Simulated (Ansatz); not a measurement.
C3H2O, SMILES `C#C[C]O` (excited triplet) (charge 0, multiplicity 3). This triplet is an excited state, 0.63 eV above the relaxed singlet at the level B3LYP/cc-pVTZ // PBE0-D3(BJ)/def2-TZVP (Ansatz, a program for electronic structure).

Cartesian coordinates (Å):
```xyz
6

C      1.7548    -0.0089    -0.2631
C      0.5422     0.0326     0.0453
C     -0.7282     0.2464     0.2387
O     -1.8143    -0.4306     0.5621
H      2.8163    -0.0032    -0.1569
H     -2.5709     0.1637     0.6037
```
Charge 0, spin multiplicity 3.

Frozen-core energies in 6-31g from Ansatz at a geometry from PBE0-D3(BJ)/def2-TZVP; the HF reference has <S^2> = 2.42 and the T1 diagnostic is 0.040.

```
level     energy (Ha)  difference from CCSDT(Q) (mHa)
--------  -----------  ------------------------------
HF         -189.40472                          368.88
MP2        -189.71364                           59.96
CCSD       -189.75999                           13.61
CCSD(T)    -189.77058                            3.02
CCSDT      -189.77216                            1.44
CCSDT(Q)   -189.77360                            0.00
```
